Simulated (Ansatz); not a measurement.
Consider the ligand exchange at a B–O bond: `FB[O][GeH3]` + `[SiH3]N[SiH3]` → `FBN([SiH3])[SiH3]` + `[OH][GeH3]`.

Gas-phase electronic energies from Ansatz, PBE0-D4/def2-TZVP geometries. CCSD(T)/CBS adds triple-zeta CCSD(T) − MP2 to the extrapolated MP2 energy (def2 sets, frozen cores). This one scheme is used for every species. Functionals use def2-TZVPP. B3LYP here is the variant with VWN-RPA as its local correlation; programs differ in this. For Ge outer-core shells are correlated without core-valence functions, which leaves a few kJ/mol of doubt a bond. Scalar relativity is left out up to krypton. Each species was taken in one conformer, which may not be the lowest.

`FB[O][GeH3]`:

```xyz
8

F    -0.100    1.015    2.593
B     0.221    0.330    1.502
O    -0.467    0.561    0.379
Ge   -0.229   -0.222   -1.217
H     1.118   -0.465    1.582
H     0.914   -1.239   -1.092
H     0.108    0.911   -2.191
H    -1.565   -0.892   -1.555
```

`[SiH3]N[SiH3]`:

Z-matrix (Å, degrees):
```
Si
N 1 1.726
H 1 1.490 2 112.6
H 1 1.484 2 107.4 3 119.9
H 1 1.489 2 110.9 3 -120.0
Si 2 1.726 1 128.9 3 -109.8
H 2 1.011 1 115.5 3 66.2
H 6 1.490 2 112.6 1 109.8
H 6 1.484 2 107.4 1 -10.1
H 6 1.488 2 110.9 1 -130.1
```

`FBN([SiH3])[SiH3]`:

```xyz
12

F     2.405   -0.932   -0.054
B     1.568   -0.092    0.569
N     0.241    0.001    0.106
Si   -0.916    1.074    0.861
Si   -0.261   -0.983   -1.263
H     1.993    0.540    1.490
H    -2.076    0.293    1.363
H    -1.413    2.062   -0.131
H    -0.249    1.772    1.985
H     0.528   -0.650   -2.472
H    -1.692   -0.657   -1.500
H    -0.128   -2.427   -0.954
```

`[OH][GeH3]`:

Cartesian coordinates in Å:
```
O 0.357 1.307 0.218
Ge -0.162 -0.395 0.107
H 0.719 1.637 -0.607
H -0.698 -0.718 1.504
H 1.041 -1.288 -0.255
H -1.257 -0.542 -0.966
```

| level | ΔE (eV) |
| --- | --- |
| B3LYP-D4 | 0.36 |
| r2SCAN0 | 0.36 |

What does CCSD(T)/CBS give? (Best estimate.)

Computed: +0.33 eV. The listed levels differ from it by 0.03, 0.03 eV.

Largest T1 diagnostic among the species: 0.013.

Leaving LDA and LC-ωPBE aside and taking each functional with its dispersion term where it has one, the values, not all of them listed here, spread over 0.11 eV, from revPBE-D4 to CAM-B3LYP-D4. At CCSD(T), def2-SVP lies +0.07 eV from the extrapolated value and def2-TZVPP +0.02 eV.
